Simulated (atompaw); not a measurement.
An all-electron radial function and its pseudo partner (gallium (Ga))

Columns: radius, all-electron u(r) and pseudo u(r) of the 4p shell (level -2.73 eV) of gallium in the configuration [Ar] 3d10 4s2 4p1; LDA (PW92), scalar-relativistic, PAW (atompaw) scheme, atompaw 4.2.0.5.

```csv
r (bohr),all-electron,pseudo
0.090,0.1192,0.0028
0.181,0.0756,0.0113
0.271,-0.0543,0.0250
0.362,-0.1597,0.0438
0.452,-0.2073,0.0669
0.542,-0.2049,0.0938
0.633,-0.1675,0.1241
0.723,-0.1104,0.1565
0.813,-0.0436,0.1905
0.904,0.0270,0.2258
0.994,0.0956,0.2607
1.085,0.1614,0.2955
1.175,0.2214,0.3288
1.265,0.2759,0.3604
1.356,0.3252,0.3904
1.446,0.3682,0.4177
1.537,0.4063,0.4428
1.627,0.4389,0.4651
1.717,0.4667,0.4848
1.808,0.4905,0.5023
1.898,0.5100,0.5172
1.988,0.5259,0.5298
2.079,0.5387,0.5405
2.169,0.5484,0.5490
2.260,0.5556,0.5557
2.350,0.5603,0.5603
```

Task: How many radial nodes do the two functions have?

Result: The all-electron 4p function has n − l − 1 = 2; the pseudo-wave has 0, since the states of the same l below it are removed with the core.

Task: Is the pseudo-wave norm-conserving?

Result: No, it belongs to a PAW set: the norm inside the radius is not constrained, and the difference is carried by the augmentation charge.
